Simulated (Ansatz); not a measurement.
PAsAsSb tetrahedron (SbAs₂P). Total charge 0; singlet. Geometry r2SCAN-D4/def2-SVP.

```csv
atom,x (Å),y (Å),z (Å)
P1,0.224,0.757,-1.193
As2,1.363,-0.332,0.547
As3,-0.664,-1.279,-0.434
Sb4,-0.923,0.855,1.081
```

In the def2 sets Sb takes a core potential; there is no spin–orbit coupling.

Question: Estimate the orbital energies around the gap (eV) in Ansatz with PBE-D4/def2-SVP, PBE-D4/def2-TZVP, r2SCAN-D4/def2-TZVP, r2SCANh-D4/def2-TZVP, r2SCAN0-D4/def2-TZVP.

Answer: 
| orbital | PBE-D4/def2-SVP | PBE-D4/def2-TZVP | r2SCAN-D4/def2-TZVP | r2SCANh-D4/def2-TZVP | r2SCAN0-D4/def2-TZVP |
| --- | --- | --- | --- | --- | --- |
| HOMO−13 | -33.09 | -33.03 | -33.97 | -35.10 | -36.79 |
| HOMO−12 | -33.09 | -33.02 | -33.96 | -35.09 | -36.79 |
| HOMO−11 | -32.95 | -32.94 | -33.89 | -35.01 | -36.71 |
| HOMO−10 | -32.95 | -32.94 | -33.89 | -35.01 | -36.71 |
| HOMO−9 | -18.44 | -18.23 | -19.06 | -19.82 | -20.95 |
| HOMO−8 | -13.22 | -13.16 | -13.69 | -14.28 | -15.16 |
| HOMO−7 | -12.90 | -12.85 | -13.36 | -13.95 | -14.84 |
| HOMO−6 | -12.69 | -12.66 | -13.16 | -13.73 | -14.58 |
| HOMO−5 | -7.94 | -7.91 | -8.28 | -8.66 | -9.23 |
| HOMO−4 | -7.20 | -7.17 | -7.49 | -7.84 | -8.36 |
| HOMO−3 | -6.88 | -6.85 | -7.15 | -7.50 | -8.03 |
| HOMO−2 | -6.55 | -6.56 | -6.84 | -7.19 | -7.71 |
| HOMO−1 | -5.90 | -5.90 | -6.17 | -6.49 | -6.97 |
| HOMO | -5.88 | -5.88 | -6.14 | -6.46 | -6.94 |
| LUMO | -2.07 | -2.15 | -2.08 | -1.84 | -1.47 |
| LUMO+1 | -2.04 | -2.13 | -2.05 | -1.81 | -1.44 |
| LUMO+2 | -1.63 | -1.70 | -1.63 | -1.35 | -0.94 |
| LUMO+3 | -1.42 | -1.60 | -1.36 | -1.10 | -0.73 |
| LUMO+4 | -1.10 | -1.36 | -1.16 | -0.89 | -0.47 |
| LUMO+5 | -1.01 | -1.25 | -1.04 | -0.77 | -0.36 |
